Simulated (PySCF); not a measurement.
SF6: trigonal twist

All numbers come from PBE0 in PySCF with S def2-TZVP, F def2-TZVP; no relativity; density-fitted integrals.

Rigid scan from the singlet minimum (S–F 1.565 Å (×6); F–S–F 90.0° (×12), F–S–F 180.0° (×3)). Coordinate: D3 path, twist of the two triangles (60 octahedral, 0 prismatic), bonds and polar angle fixed. Energies in kJ/mol from the minimum.

| twist angle (°) | E (kJ/mol) |
| --- | --- |
| 0 | 529.2 |
| 10 | 486.6 |
| 20 | 376.1 |
| 30 | 238.0 |
| 40 | 113.4 |
| 50 | 29.4 |
| 60 | 0.0 |

With the bonds held, the prismatic shape lies 529.2 kJ/mol from the minimum.
